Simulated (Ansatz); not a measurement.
`[NH3+][Al-]([Cl])([Cl])[Cl]`. Charge 0, multiplicity 1. The geometry is a stationary point of PBE0-D4/def2-TZVP. It is one conformer, not always the lowest.

```xyz
8

N    -0.061   -0.942    0.371
Al    0.059    0.913   -0.360
Cl    0.963    0.549   -2.233
Cl   -1.978    1.467   -0.389
Cl    1.266    1.843    1.101
H     0.862   -1.359    0.450
H    -0.487   -0.939    1.294
H    -0.624   -1.533   -0.235
```

Question: What is the dipole moment at ωB97M-V/def2-TZVPP? (Best estimate.)

Answer: Computed: 6.23 D, with components (-0.38, -5.78, 2.28) D in this frame, pointing from negative to positive charge.

Question: And with PBE, r2SCAN, B3LYP? (Best estimate.)

Answer: The calculation gave: PBE 6.12 D, r2SCAN 6.26 D, B3LYP 6.21 D.

Question: Give the Mulliken charges with ωB97M-V, PBE, r2SCAN in def2-TZVPP. (Best estimate.)

Answer: The calculation gave: 
```
atom  ωB97M-V    PBE  r2SCAN
  N1    -0.12  -0.17   -0.13
 Al2     0.41   0.40    0.49
 Cl3    -0.27  -0.27   -0.30
 Cl4    -0.27  -0.27   -0.30
 Cl5    -0.27  -0.27   -0.30
  H6     0.17   0.20    0.18
  H7     0.17   0.20    0.18
  H8     0.17   0.20    0.18
```

B3LYP here is the variant with VWN-RPA as its local correlation; programs differ in this.
